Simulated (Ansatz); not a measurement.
A nudged elastic band was laid between two geometries of C$_{2}$H$_{9}$AlClNSi (15 atoms, charge 0, multiplicity 1).

The calculation used UKS PBE/6-31G (Ansatz 0.2.0).

```json
{
 "movable images": "5",
 "climbing image": "yes",
 "spring": "5.0 eV/Å²",
 "optimiser": "quadratic models (default)",
 "start path": "through a guess of the saddle point",
 "force threshold": "0.05 eV/Å",
 "iteration limit": "57",
 "end points": "relaxed"
}
```

Initial state:

```xyz
15
Properties=species:S:1:pos:R:3
C 0.643 -2.550 -0.366
C 0.231 -1.221 0.296
Si -0.281 0.151 -0.968
Cl 1.497 0.468 -2.312
Al -0.822 2.401 -0.096
N -0.470 2.719 1.648
H -0.181 -2.970 -0.969
H 0.922 -3.301 0.394
H 1.509 -2.406 -1.034
H 1.052 -0.825 0.923
H -0.640 -1.367 0.967
H -1.327 -0.440 -1.903
H -1.448 3.621 -0.946
H -0.639 3.623 2.092
H -0.068 2.048 2.303
```

Final state:

```xyz
15
Properties=species:S:1:pos:R:3
C 0.508 -2.554 -0.457
C 0.330 -1.347 0.487
Si 0.104 0.322 -0.425
Cl 1.925 0.582 -1.687
Al -1.220 3.128 0.435
N -0.095 1.706 0.676
H -0.361 -2.675 -1.127
H 0.618 -3.489 0.120
H 1.405 -2.436 -1.087
H 1.199 -1.252 1.165
H -0.564 -1.475 1.130
H -1.054 0.356 -1.391
H -2.186 3.078 -0.852
H -1.170 4.281 1.562
H 0.541 1.724 1.481
```

(1) Which bonds break or form, and what moves?

(2) Give the energies along the band, and the barrier.

The band took 57 iterations and about 50 core-minutes.

Results:

(1) Bonds broken: Si3–Al5, N6–H14. Bonds formed: Si3–N6, Al5–H14.

(2) The run ended unconverged. The highest image is number 4 of 0 to 6, 2.57 eV above the first end and 2.62 eV above the last; the last end lies 0.05 eV below the first. The band didn't meet its force threshold, so its energies are provisional: the largest band force was still 0.17 eV/Å, and over the last iterations the top stayed at 2.57 eV. Neighbouring images lie up to 2.7 Å apart, so the band is torn or far too coarse. The orbitals stay closed-shell, which can raise the energy where a bond breaks towards radicals; this wasn't checked here. Limits of this set-up: no polarisation functions.

```tsv
image	path coordinate (Å)	energy (eV)	Si3–Al5 (Å)	N6–H14 (Å)	Si3–N6 (Å)
0	0.00	0.00	2.47	1.02	3.67
1	2.68	-0.01	2.48	1.02	3.69
2	5.35	0.36	2.41	1.01	3.23
3	8.02	1.05	3.09	1.03	1.86
4	10.66	2.57	3.39	1.48	1.83
5	12.46	0.06	3.20	2.83	1.78
6	14.26	-0.05	3.22	2.93	1.78
```

Run time: 23 min on 2 threads of Arm Neoverse V1, on a shared host, peak memory 0.2 GiB.
